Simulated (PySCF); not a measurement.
Chain-length series, n-germane amino/formyl (end groups after the name). Gas-phase values, no solvent. One relaxed conformer stands for each flexible species; it need not be the lowest. Strings in code marks are SMILES.

The S1–T1 gap (TDA) from two functionals at the same geometries (PBE0-D4/def2-SVP), both in PySCF: PBE-D3(BJ)/def2-TZVP and PBE0-D4/def2-TZVP. Excitations are Tamm–Dancoff values on a coarser integration grid. The basis has no diffuse functions, so Rydberg states are missing or too high.

```tsv
species	PBE0-D4/def2-TZVP (eV)
n = 1 (`[NH2][GeH2][CH]=O`)	0.75
n = 2 (`[NH2][GeH2][GeH2][CH]=O`)	0.73
n = 4 (`[NH2][GeH2][GeH2][GeH2][GeH2][CH]=O`)	0.72
n = 5 (`[NH2][GeH2][GeH2][GeH2][GeH2][GeH2][CH]=O`)	0.72
n = 6 (`[NH2][GeH2][GeH2][GeH2][GeH2][GeH2][GeH2][CH]=O`)	0.72
```

Question: What does PBE-D3(BJ)/def2-TZVP give for each?

Answer: 
- n = 1 (`[NH2][GeH2][CH]=O`): 0.63
- n = 2 (`[NH2][GeH2][GeH2][CH]=O`): 0.67
- n = 4 (`[NH2][GeH2][GeH2][GeH2][GeH2][CH]=O`): 0.63
- n = 5 (`[NH2][GeH2][GeH2][GeH2][GeH2][GeH2][CH]=O`): 0.60
- n = 6 (`[NH2][GeH2][GeH2][GeH2][GeH2][GeH2][GeH2][CH]=O`): 0.56
Over these rows, drawn at random from the members with no instability flagged (it was tested for open shells, ions and some series alone), PBE minus PBE0-D4: mean -0.11 eV, from -0.16 eV to -0.05 eV.
